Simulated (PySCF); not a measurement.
SCF from a fresh guess for quintet Ti₂Se, at the B3LYP minimum. PySCF input:

```python
from pyscf import gto, scf, dft
mol = gto.M(atom='''
Se    -0.000000    -0.000000    -1.159000
Ti     1.180860    -0.000000     0.965870
Ti    -1.180860     0.000000     0.965870''',
    basis={'Se': 'def2-SVP', 'Ti': 'def2-SVP'},
    charge=0, spin=4)
mf = dft.UKS(mol, xc='PBE0')
mf.grids.atom_grid = (50, 194)
aux = {'Se': 'def2-universal-JKFIT', 'Ti': 'def2-universal-JKFIT'}
mf = mf.density_fit(auxbasis=aux)
mf.conv_tol = 1e-08
mf.diis_space = 10
mf.max_cycle = 60
mf.init_guess = 'minao'
mf.verbose = 4
mf.kernel()
```

Excerpt of the output (cycles alone):

```
init E= -4098.47730793957
cycle= 1 E= -4099.09799881157  delta_E= -0.621  |g|= 0.34  |ddm|= 2.39
cycle= 2 E= -4099.00824258459  delta_E= 0.0898  |g|= 0.527  |ddm|= 2.35
cycle= 3 E= -4099.17151627646  delta_E= -0.163  |g|= 0.0948  |ddm|= 2.14
cycle= 4 E= -4099.17623626151  delta_E= -0.00472  |g|= 0.0647  |ddm|= 0.231
cycle= 5 E= -4099.17928425982  delta_E= -0.00305  |g|= 0.0244  |ddm|= 0.121
cycle= 6 E= -4099.17987661483  delta_E= -0.000592  |g|= 0.00697  |ddm|= 0.0526
cycle= 7 E= -4099.18003969789  delta_E= -0.000163  |g|= 0.004  |ddm|= 0.0346
cycle= 8 E= -4099.18009881182  delta_E= -5.91e-05  |g|= 0.00188  |ddm|= 0.02
cycle= 9 E= -4099.18012825322  delta_E= -2.94e-05  |g|= 0.00079  |ddm|= 0.0192
cycle= 10 E= -4099.18013454898  delta_E= -6.3e-06  |g|= 0.00132  |ddm|= 0.00969
cycle= 11 E= -4099.18013330374  delta_E= 1.25e-06  |g|= 0.00234  |ddm|= 0.00273
cycle= 12 E= -4099.18013731024  delta_E= -4.01e-06  |g|= 0.000208  |ddm|= 0.0049
cycle= 13 E= -4099.18013773636  delta_E= -4.26e-07  |g|= 0.000113  |ddm|= 0.00282
cycle= 14 E= -4099.18013780893  delta_E= -7.26e-08  |g|= 4.39e-05  |ddm|= 0.000966
cycle= 15 E= -4099.1801378224  delta_E= -1.35e-08  |g|= 1.71e-05  |ddm|= 0.000431
cycle= 16 E= -4099.18013782529  delta_E= -2.89e-09  |g|= 5.67e-06  |ddm|= 0.000239
Extra cycle  E= -4099.18013782537  delta_E= -7.82e-11  |g|= 6.9e-06  |ddm|= 2.56e-05
converged SCF energy = -4099.18013782537  <S^2> = 6.0484653  2S+1 = 5.0193487
```

This is not the lowest solution: another start and a stability analysis within the same unrestricted form found one 105.0 kJ/mol lower, at -4099.22015 Eh.

Other spin states or occupations of the open shell can lie lower.

The search for the lowest solution, 3 starts and the stability check together, took 20 s on 4 threads of a shared Arm Neoverse V1 host, with 94 basis functions; the process peaked at 0.46 GiB.
